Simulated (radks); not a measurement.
Results of a calculation; reference values are marked as such.
Q: Ionisation of the rhodium ion Rh+, [Kr] 4d8, to Rh2+, [Kr] 4d7, under several functionals. Dirac Kohn-Sham, spin-unpolarised, spherical densities, finite nucleus; open shells fill j = l - 1/2 first; a radial shooting solver on a logarithmic mesh with Libxc functionals. The NIST Atomic Spectra Database gives 18.080 eV (semi-empirical). Rank these functionals by the error of their Delta-SCF ionisation energy: Wu-Cohen GGA; SOGGA; HCTH/407; PBEsol; exchange-only B88; LDA (Slater exchange, Perdew-Wang correlation); OLYP; B86b exchange with PBE correlation.

A: From best to worst: exchange-only B88 18.249 eV (+0.169); SOGGA 19.186 eV (+1.106); OLYP 19.250 eV (+1.170); PBEsol 19.296 eV (+1.216); Wu-Cohen GGA 19.303 eV (+1.223); B86b exchange with PBE correlation 19.321 eV (+1.241); LDA (Slater exchange, Perdew-Wang correlation) 19.553 eV (+1.473); HCTH/407 19.637 eV (+1.557). Spin polarisation and multiplet splitting are left out, so open shells lie too high by an amount that depends on their filling.

Beside tabulated values, note that spin-unpolarised runs miss the spin-polarisation part of the exchange energy of open shells.
